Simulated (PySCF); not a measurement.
**How a change of structure moves an absorption spectrum**

Method used: TDDFT PBE0/def2-SVPD, vertical, gas phase, core orbitals frozen in the response (PySCF 2.14.0, density-fitted response routines). Geometries: GFN2-xTB; one conformer of each isolated species. Triplets are in the Tamm–Dancoff approximation.

Parent: `Cc1cncpc1`, with lowest singlet excitation energy 3.66 eV, lowest triplet energy 3.15 eV, S1–T1 gap 0.51 eV, mean static polarisability 88.0 au, HOMO–LUMO gap 5.19 eV. Its spectrum: 339 nm (f 0.005); 295 nm (f 0.000); 257 nm (f 0.061); 236 nm (f 0.077); 231 nm (f 0.010).

Shifts from the parent:

| change | SMILES | Δ S1 (eV) | Δ T1 (eV) | Δ S1−T1 (eV) | Δ α (au) | Δ gap (eV) |
| --- | --- | --- | --- | --- | --- | --- |
| H replaced by CN | Cc1cpcnc1C#N | -0.27 | -0.33 | +0.06 | +18.5 | -0.32 |
| H replaced by SiH3 | Cc1cpcnc1[SiH3] | -0.34 | -0.21 | -0.12 | +29.7 | -0.38 |
| H replaced by Cl | Cc1cpcnc1Cl | +0.27 | -0.08 | +0.35 | +16.4 | +0.10 |
| H replaced by CHO | Cc1cncpc1C=O | -0.55 | -0.47 | -0.08 | +16.3 | -0.64 |

(1) Predict the same shifts for this change: H replaced by vinyl (`C=Cc1pcncc1C`).

Results:

(1) Δ lowest singlet excitation energy -0.30 eV, Δ lowest triplet energy -0.56 eV, Δ S1–T1 gap +0.27 eV, Δ mean static polarisability +27.8 au, Δ HOMO–LUMO gap -0.47 eV. Spectrum: 369 nm (f 0.004); 298 nm (f 0.102); 296 nm (f 0.001); 292 nm (f 0.031); 263 nm (f 0.004). S1 falls most with H replaced by CHO (-0.55 eV), and it rises most with H replaced by Cl (+0.27 eV). S1 is simply the lowest singlet of each species and needn't be the same kind of state throughout. Over these 5 changes the shifts of S1 and of the HOMO–LUMO gap correlate with r = 0.98.
